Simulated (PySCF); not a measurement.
## Ionisation energy of Cs by level of theory

Cs [Xe] 6s1 (2S) → Cs⁺ [Xe] (1S), as a difference of total energies. Calculation: PySCF 2.14, in Sapporo-DKH3-DZP-2012 (8s6p3d, 41 functions); the spin-free X2C one-electron Hamiltonian (Gaussian nucleus). The calculations carry no spin-orbit coupling.

```tsv
method	ionisation energy (eV)	error (eV)
UHF	3.478	-0.416
r2SCAN	3.765	-0.129
M06-L	3.300	-0.594
```

Reference: 3.894 eV (measured; NIST Atomic Spectra Database, ionization energies).
